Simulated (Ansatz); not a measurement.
Computed with Ansatz on PBE0-D4/def2-TZVP structures; ΔE is electronic, products minus reactants. CBS: MP2 limit from def2 TZ/QZ plus the TZ coupled-cluster correction, frozen cores. This one scheme is used for every species. Functionals use def2-TZVPP. B3LYP here is the variant with VWN-RPA as its local correlation; programs differ in this. HSE06 is defined as in plane-wave codes. One conformer a species, not always the lowest.

`COB(C)F` + H₂S → `COB(C)S` + H–F  (ligand exchange at a B–F bond)

| level | ΔE (kJ/mol) | difference from CCSD(T)/CBS |
| --- | --- | --- |
| LDA (SPW92) | 69.3 | 1.9 |
| PBE-D4 | 64.1 | -3.3 |
| BLYP-D4 | 73.8 | 6.4 |
| r2SCAN-D4 | 73.9 | 6.5 |
| B97M-V | 79.8 | 12.4 |
| PBE0-D4 | 67.1 | -0.3 |
| B3LYP-D4 | 77.0 | 9.6 |
| r2SCANh-D4 | 74.1 | 6.7 |
| r2SCAN0-D4 | 74.6 | 7.2 |
| HSE06-D4 | 67.0 | -0.4 |
| CAM-B3LYP-D4 | 84.7 | 17.3 |
| ωB97X-V | 76.9 | 9.5 |
| ωB97M-V | 77.4 | 10.0 |
| B2PLYP | 79.4 | 12.0 |
| PBE-QIDH | 69.3 | 1.9 |
| PBE | 69.7 | 2.3 |
| revPBE | 70.6 | 3.2 |
| BLYP | 85.7 | 18.3 |
| r2SCAN | 75.3 | 7.9 |
| PBE0 | 72.0 | 4.6 |
| B3LYP | 86.2 | 18.8 |
| HSE06 | 71.7 | 4.3 |
| BHLYP | 90.9 | 23.5 |
| CAM-B3LYP | 89.8 | 22.4 |
| LC-ωPBE | 77.2 | 9.8 |
| RPA@PBE/def2-TZVPP | 74.2 | 6.8 |
| HF/def2-SVP | 106.1 | 38.7 |
| MP2/def2-SVP | 81.7 | 14.3 |
| CCSD(T)/def2-SVP | 86.8 | 19.4 |
| HF/def2-TZVPP | 101.3 | 33.9 |
| MP2/def2-TZVPP | 63.7 | -3.7 |
| SCS-MP2/def2-TZVPP | 72.1 | 4.7 |
| CCSD/def2-TZVPP | 77.6 | 10.2 |
| CCSD(T)/def2-TZVPP | 72.2 | 4.8 |
| HF/def2-QZVPP | 102.2 | 34.8 |
| MP2/def2-QZVPP | 61.2 | -6.2 |
| SCS-MP2/def2-QZVPP | 69.8 | 2.4 |
| HF/CBS(def2) | 102.3 | 34.9 |
| MP2/CBS(def2) | 58.8 | -8.6 |
| CCSD/CBS(def2) | 72.7 | 5.3 |
| CCSD(T)/CBS | 67.4 | 0 |

Largest T1 diagnostic among the species: 0.012.

In def2-TZVPP, CCSD(T) changes the Hartree–Fock value by −29.1 kJ/mol (the triples alone add −5.4 kJ/mol) and MP2 by −37.7 kJ/mol. Leaving LDA and LC-ωPBE aside and taking each functional with its dispersion term where it has one, the values, not all of them listed here, spread over 26.6 kJ/mol, from revPBE-D4 to CAM-B3LYP-D4.
